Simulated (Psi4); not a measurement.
C$_{5}$H$_{9}$Cl (SMILES CC/C(C)=C/Cl), singlet, at a GFN2-xTB geometry; R2SCAN/def2-SVPD (Psi4 1.11).

Here is a job for Psi4.
```
memory 2 GB

molecule {
0 1
C     2.38612281   -1.34621358    0.05751490
C     1.49149337   -0.63189775   -0.95685800
C     0.15003918   -0.28890450   -0.36621612
C    -0.80303730   -1.42289502   -0.16210801
C    -0.11846846    0.96651237   -0.03617327
Cl   -1.60377023    1.48690269    0.67597836
H     2.51661397   -0.72937807    0.94337287
H     3.36370793   -1.54004525   -0.37709091
H     1.95131880   -2.29579958    0.35770404
H     1.34628861   -1.27905940   -1.82450838
H     1.98956757    0.27917663   -1.29194169
H    -0.44058056   -2.08135892    0.62627786
H    -1.78628539   -1.05858928    0.12018122
H    -0.88946806   -2.00955589   -1.07523837
H     0.57603334    1.77765472   -0.18734564
}

set {
  basis def2-svpd
}

energy('r2scan')
print_variables()
```

What the program printed (banner, timings and long lists left out):

```
   => Loading Basis Set <=

    Name: DEF2-SVPD
    Role: ORBITAL
    Keyword: BASIS

         ---------------------------------------------------------
                                   SCF
               by Justin Turney, Rob Parrish, Andy Simmonett
                          and Daniel G. A. Smith
                              RKS Reference
         ---------------------------------------------------------

  ==> Geometry <==

    Molecular point group: c1
    Full point group: C1

    Geometry (in Angstrom), charge = 0, multiplicity = 1:

       Center              X                  Y                   Z               Mass
    ------------   -----------------  -----------------  -----------------  -----------------
         C            2.483331341310    -1.445287819641     0.025389360915    12.000000000000
         C            1.588701901310    -0.730971989641    -0.988983539085    12.000000000000
         C            0.247247711310    -0.387978739641    -0.398341659085    12.000000000000
         C           -0.705828768690    -1.521969259641    -0.194233549085    12.000000000000
         C           -0.021259928690     0.867438130359    -0.068298809085    12.000000000000
         CL          -1.506561698690     1.387828450359     0.643852820915    34.968852682000
         H            2.613822501310    -0.828452309641     0.911247330915     1.007825032230
         H            3.460916461310    -1.639119489641    -0.409216449085     1.007825032230
         H            2.048527331310    -2.394873819641     0.325578500915     1.007825032230
         H            1.443497141310    -1.378133639641    -1.856633919085     1.007825032230
         H            2.086776101310     0.180102390359    -1.324067229085     1.007825032230
         H           -0.343372028690    -2.180433159641     0.594152320915     1.007825032230
         H           -1.689076858690    -1.157663519641     0.088055680915     1.007825032230
         H           -0.792259528690    -2.108630129641    -1.107363909085     1.007825032230
         H            0.673241871310     1.678580480359    -0.219471179085     1.007825032230

  Running in c1 symmetry.

  Rotational constants: A =      0.20664  B =      0.04671  C =      0.04181 [cm^-1]
  Rotational constants: A =   6194.99716  B =   1400.43287  C =   1253.30599 [MHz]
  Nuclear repulsion =  282.012710165768510

  Charge       = 0
  Multiplicity = 1
  Electrons    = 56
  Nalpha       = 28
  Nbeta        = 28

  ==> Algorithm <==

  SCF Algorithm Type is DF.
  DIIS enabled.
  MOM disabled.
  Fractional occupation disabled.
  Guess Type is SAD.
  Energy threshold   = 1.00e-06
  Density threshold  = 1.00e-06
  Integral threshold = 1.00e-12

  ==> Primary Basis <==

  Basis Set: DEF2-SVPD
    Blend: DEF2-SVPD
    Number of shells: 87
    Number of basis functions: 199
    Number of Cartesian functions: 211
    Spherical Harmonics?: true
    Max angular momentum: 2

  ==> DFT Potential <==

   => LibXC <=

    Version 7.1.2
    S. Lehtola, C. Steigemann, M. J. T. Oliveira, and M. A. L. Marques,  SoftwareX 7, 1–5 (2018) (10.1016/j.softx.2017.11.002)

   => Composite Functional: R2SCAN <=

    r2SCAN Meta-GGA XC Functional  (0.1021/acs.jpclett.0c02405)
    J. W. Furness, A. D. Kaplan, J. Ning, J. P. Perdew, J. Sun  J. Phys. Chem. Lett.  11, 8208–8215, 2020

    Deriv               =              1
    GGA                 =           TRUE
    Meta                =           TRUE

    Exchange Hybrid     =          FALSE
    MP2 Hybrid          =          FALSE

   => Exchange Functionals <=

    1.0000   XC_MGGA_X_R2SCAN

   => Correlation Functionals <=

    1.0000   XC_MGGA_C_R2SCAN

   => LibXC Density Thresholds  <==

    XC_MGGA_C_R2SCAN:  1.00E-15
    XC_MGGA_X_R2SCAN:  1.00E-11

   => Molecular Quadrature <=

    Radial Scheme          =       TREUTLER
    Pruning Scheme         =           NONE
    Nuclear Scheme         =       TREUTLER

    Blocking Scheme        =         OCTREE
[...]

    J tasked:                   Yes
    K tasked:                    No
    wK tasked:                   No
    Algorithm:                 Core
    Schwarz Cutoff:           1E-12
    Mask sparsity (%):       1.7878
    Fitting Condition:        1E-10

   => Auxiliary Basis Set <=

  Basis Set: (DEF2-SVPD AUX)
    Blend: DEF2-UNIVERSAL-JKFIT
    Number of shells: 217
    Number of basis functions: 665
    Number of Cartesian functions: 780
    Spherical Harmonics?: true
    Max angular momentum: 4

  Minimum eigenvalue in the overlap matrix is 3.5283616688E-05.
  Reciprocal condition number of the overlap matrix is 2.8787780652E-06.
    Using symmetric orthogonalization.

  ==> Pre-Iterations <==

  SCF Guess: Superposition of Atomic Densities via on-the-fly atomic UHF (no occupation information).

   -------------------------
    Irrep   Nso     Nmo
   -------------------------
     A        199     199
   -------------------------
    Total     199     199
   -------------------------

  ==> Iterations <==

                           Total Energy        Delta E     RMS |[F,P]|

   @DF-RKS iter SAD:  -655.24144460315961   -6.55241e+02   0.00000e+00
   @DF-RKS iter   1:  -655.09419056697175    1.47254e-01   5.26326e-03 DIIS/ADIIS
   @DF-RKS iter   2:  -654.14851381276355    9.45677e-01   8.12308e-03 DIIS/ADIIS
   @DF-RKS iter   3:  -655.65884375167093   -1.51033e+00   1.49663e-03 DIIS/ADIIS
   @DF-RKS iter   4:  -655.68524733864172   -2.64036e-02   1.02864e-03 DIIS/ADIIS
   @DF-RKS iter   5:  -655.70635205196390   -2.11047e-02   2.79472e-04 DIIS/ADIIS
   @DF-RKS iter   6:  -655.70794650666369   -1.59445e-03   6.66223e-05 DIIS
   @DF-RKS iter   7:  -655.70803426930263   -8.77626e-05   1.40178e-05 DIIS
   @DF-RKS iter   8:  -655.70803819692185   -3.92762e-06   4.31121e-06 DIIS
   @DF-RKS iter   9:  -655.70803857347994   -3.76558e-07   1.10502e-06 DIIS
   @DF-RKS iter  10:  -655.70803859796126   -2.44813e-08   2.84822e-07 DIIS
  Energy and wave function converged.

  ==> Post-Iterations <==

   Electrons on quadrature grid:
      Ntotal   =   56.0000875021 ; deviation = 8.750e-05

    Orbital Energies [Eh]
    ---------------------

    Doubly Occupied:

[...]
      28A     -0.219739

    Virtual:

[...]
    Final Occupation by Irrep:
              A
    DOCC [    28 ]
    NA   [    28 ]
    NB   [    28 ]

  @DF-RKS Final Energy:  -655.70803859796126

   => Energetics <=

    Nuclear Repulsion Energy =            282.0127101657685103
    One-Electron Energy =               -1456.6689091536654814
    Two-Electron Energy =                 577.4896488465956281
    DFT Exchange-Correlation Energy =     -58.5414884566599625
    Empirical Dispersion Energy =           0.0000000000000000
    VV10 Nonlocal Energy =                  0.0000000000000000
    Total Energy =                       -655.7080385979612629

Computation Completed

Properties will be evaluated at   0.000000,   0.000000,   0.000000 [a0]

Properties computed using the SCF density matrix

 Multipole Moments:

 ------------------------------------------------------------------------------------
     Multipole            Electronic (a.u.)      Nuclear  (a.u.)        Total (a.u.)
 ------------------------------------------------------------------------------------

 L = 1.  Multiply by 2.5417464519 to convert [e a0] to [Debye]
 Dipole X            :         -9.6861227           10.2870599            0.6009372
 Dipole Y            :          9.9800913          -10.4844984           -0.5044071
 Dipole Z            :          3.1083989           -3.3996741           -0.2912752
 Magnitude           :                                                    0.8368950

 ------------------------------------------------------------------------------------

  Variable Map:
  ----------------------------------------------------------------------------
[...]
  Array Variable Map:
  ----------------------------------------------------------------------------
[...]
[...]
```
